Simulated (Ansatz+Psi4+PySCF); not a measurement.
Results of a calculation; reference values are marked as such.
Input for PySCF 2.14.0:

```python
from pyscf import gto, scf, mp

mol = gto.M(atom="""
H -0.005840 -0.003550 -0.014300
Be -0.004720 -0.013110 1.344350
H -0.013270 -0.009440 2.643900
""", basis={'Be': 'cc-pcvtz', 'H': 'cc-pvtz'}, charge=0, spin=0)
mf = scf.RHF(mol)
mf.kernel()
pt = mp.MP2(mf, frozen=None).run()
print(mf.e_tot, pt.e_corr, pt.e_tot)
```

The script is written out from the run's settings.

Output:

| Property | Result |
| --- | --- |
| Converged | yes |
| Reference energy | -15.77139 hartree |
| Correlation energy | -0.10213 hartree |
| Total energy | -15.87352 hartree |
| Spin squared of the determinant | 0.000 |
